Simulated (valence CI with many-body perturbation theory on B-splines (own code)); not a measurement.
I⁴⁺: electric-dipole lines

Method: valence CI with perturbative core correlation (CI+MBPT): three valence electrons over a frozen Dirac-Fock core [Kr] 4d10, a basis of 11 s, 11 p, 9 d, 7 f, 5 g, 2 h, 1 i functions for each j, with the one-electron correlation potential Σ1, the two-electron term Σ2, the three-electron term Σ3, Breit, model QED; selected CI, second order for the rest, scaled by the run's own slope (own B-spline code, finite nucleus).

No measured spectrum was set against this ion. As an estimate, levels hold to about 250 cm⁻¹ or 0.2 % of their energy and the worst to 1 %, as in measured heavy ions of charge 2 to 7; those with d or f electrons hold less well. Core correlation moves these levels by up to 11000 cm⁻¹, and in measured spectra 5 to 20 % of such shifts remained as error; rates that hang on mixing are uncertain with them.

Lines 51 to 100 of 269 in falling wavelength, among levels below 291130 cm⁻¹, chosen from the strongest by gf and those to the six lowest levels. Wavelengths and rates use the calculated energies, so an error of 400 cm⁻¹ moves a line at 164.3 nm by 0.66 % and its rate by three times that or more. Electric multipoles are in the length gauge, E1 and E2 with the static RPA response of the core. Weak lines are less certain than strong ones. Lines between different terms over intervals too small for the method are left out, as are lines whose strength nearly cancels. The highest levels of a list are the least certain.

Names give the largest LS component (configuration and term), which can be under half, so a name can repeat, a term be missing and a line seem to break the LS rules; names also repeat where a configuration has a term twice. Letters in brackets count levels of one name in rising energy.

```
λ vac (nm)                 Upper           Lower   A (s⁻¹)  S (a.u.)
     164.3        5s2 6p 2P°_3/2   5s2 5d 2D_3/2  7.89e+07  6.90e-01
     163.4       4f 5s 5p 2F_7/2     5p3 2D°_5/2  1.51e+08  2.61e+00
     162.1         5s2 7s 2S_1/2  5s2 6p 2P°_1/2  6.14e+08  2.58e+00
     150.8       4f 5s 5p 4F_5/2     5p3 2D°_3/2  7.64e+07  7.76e-01
     150.1   4f 5s 5p 4G_7/2 [b]     5p3 2D°_5/2  9.12e+07  1.22e+00
     145.9         5s 5p2 4P_1/2  5s2 5p 2P°_3/2  5.09e+06  1.56e-02
     142.7           5p3 2D°_5/2   5s 5p2 2P_3/2  1.19e+08  1.03e+00
     141.9       4f 5s 5p 2F_5/2     5p3 2D°_3/2  1.17e+08  9.89e-01
     134.4         5s 5p2 4P_3/2  5s2 5p 2P°_3/2  4.91e+06  2.35e-02
     132.5         5s2 6d 2D_3/2  4f 5s2 2F°_5/2  2.74e+08  1.26e+00
     131.3         5s2 6d 2D_5/2  4f 5s2 2F°_7/2  2.43e+08  1.63e+00
     129.0        4f 5s2 2F°_7/2   5s 5p2 2D_5/2  2.76e+08  2.34e+00
     127.4           5p3 2D°_3/2   5s 5p2 2P_1/2  1.37e+08  5.61e-01
     124.9         5s 5p2 4P_5/2  5s2 5p 2P°_3/2  2.76e+07  1.59e-01
     124.2        4f 5s2 2F°_5/2   5s 5p2 2D_3/2  2.95e+08  1.67e+00
     123.8         5s 5p2 4P_1/2  5s2 5p 2P°_1/2  2.97e+07  5.57e-02
     115.4         5s 5p2 4P_3/2  5s2 5p 2P°_1/2  5.85e+05  1.78e-03
     110.6           5p3 2P°_1/2   5s 5p2 2S_1/2  5.08e+08  6.78e-01
     107.3           5p3 2P°_3/2   5s 5p2 2P_3/2  3.90e+08  9.52e-01
     104.4           5p3 2D°_3/2   5s 5p2 2D_3/2  2.34e+08  5.26e-01
     103.7         5s 5p2 2D_3/2  5s2 5p 2P°_3/2  3.21e+06  7.05e-03
     103.2        4f 5s2 2F°_7/2   5s 5p2 4P_5/2  4.96e+07  2.15e-01
     103.2        4f 5s2 2F°_5/2   5s 5p2 4P_5/2  3.48e+06  1.13e-02
     103.0       4f 5s 5p 2G_7/2  4f 5s2 2F°_5/2  9.76e+07  4.21e-01
     103.0       4f 5s 5p 2G_7/2  4f 5s2 2F°_7/2  9.17e+07  3.96e-01
     101.8           5p3 2D°_5/2   5s 5p2 2D_5/2  5.36e+08  1.67e+00
     101.7           5p3 4S°_3/2   5s 5p2 2D_5/2  1.59e+08  3.29e-01
     100.5         5s 5p2 2D_5/2  5s2 5p 2P°_3/2  3.32e+08  9.99e-01
     98.77           5p3 2D°_5/2   5s 5p2 2D_3/2  5.98e+07  1.71e-01
     98.61           5p3 4S°_3/2   5s 5p2 2D_3/2  9.65e+07  1.83e-01
     97.49        4f 5s2 2F°_5/2   5s 5p2 4P_3/2  4.97e+06  1.36e-02
     97.16        5s2 6p 2P°_1/2   5s 5p2 2D_3/2  3.77e+08  3.42e-01
     96.45        5s2 6p 2P°_3/2   5s 5p2 2D_5/2  3.90e+08  6.90e-01
     93.70        5s2 6p 2P°_3/2   5s 5p2 2D_3/2  1.80e+07  2.93e-02
     93.42           5p3 2P°_3/2   5s 5p2 2P_1/2  2.11e+08  3.39e-01
     93.23  5s 5p 5d 2F°_5/2 [a]   5s 5p2 2P_3/2  1.21e+08  2.90e-01
     92.01         5s 5p2 2D_3/2  5s2 5p 2P°_1/2  7.15e+08  1.10e+00
     89.26        5s2 7p 2P°_1/2   5s2 6s 2S_1/2  5.19e+08  3.64e-01
     89.19  5s 5p 5d 2D°_5/2 [a]   5s 5p2 2P_3/2  1.86e+08  3.90e-01
     89.16           5p3 2D°_3/2   5s 5p2 4P_5/2  1.19e+09  1.67e+00
     87.93         5s 5p2 2P_1/2  5s2 5p 2P°_3/2  1.17e+08  7.84e-02
     86.73      5s 5p 5d 4F°_3/2   5s 5p2 2D_3/2  1.27e+08  1.64e-01
     85.03           5p3 2D°_5/2   5s 5p2 4P_5/2  7.66e+07  1.40e-01
     84.91           5p3 4S°_3/2   5s 5p2 4P_5/2  2.18e+09  2.63e+00
     84.87           5p3 2D°_3/2   5s 5p2 4P_3/2  5.84e+08  7.04e-01
     83.91        5s2 5f 2F°_5/2   5s2 5d 2D_3/2  3.44e+08  6.01e-01
     83.17           5p3 2P°_1/2   5s 5p2 2D_3/2  2.73e+09  1.55e+00
     82.44           5p3 2P°_3/2   5s 5p2 2D_5/2  1.90e+09  2.10e+00
     81.87      5s 5p 6s 2P°_3/2   5s2 5d 2D_5/2  8.82e+08  9.56e-01
     81.74  5s 5p 5d 2D°_3/2 [a]   5s 5p2 2P_1/2  1.15e+09  1.24e+00
```
